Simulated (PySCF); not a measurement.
CH8FNSi2, SMILES C[SiH2][Si@@H](N)F.

Geometry optimised at B3LYP-D3(BJ)/def2-SVP. The structure was generated by enumeration; whether it is a known compound was not checked. The values are those of a single conformer.

Two levels are set side by side: TDA-PBE/def2-SVPD (PySCF) and TDA-PBE0/def2-SVPD (PySCF). Vertical, same geometry. The lowest singlet is HOMO→LUMO 83 % with PBE and HOMO→LUMO 59 %, HOMO→LUMO+1 18 %, HOMO−1→LUMO 12 %, HOMO−1→LUMO+1 10 % with the other functional; states are paired by order. Differences are taken from unrounded values.

```tsv
quantity	TDA-PBE0
lowest singlet excitation (eV)	6.68
lowest triplet excitation (TDA) (eV)	5.80
```

**Question.** What does TDA-PBE give, and how far is it from TDA-PBE0? (An estimate is asked for; the answer gives what the named calculation found.)

**Answer.** 
```tsv
quantity	TDA-PBE	TDA-PBE minus TDA-PBE0
lowest singlet excitation (eV)	5.95	-0.72
lowest triplet excitation (TDA) (eV)	5.45	-0.35
```

Functionals without exact exchange tend to place singlet excitations lower, as here. Differences between two approximate levels are no errors against the true value.

Rough cost on one machine, each run with all the roots and properties that it gave: TDA-PBE0 against TDA-PBE about 2 times.
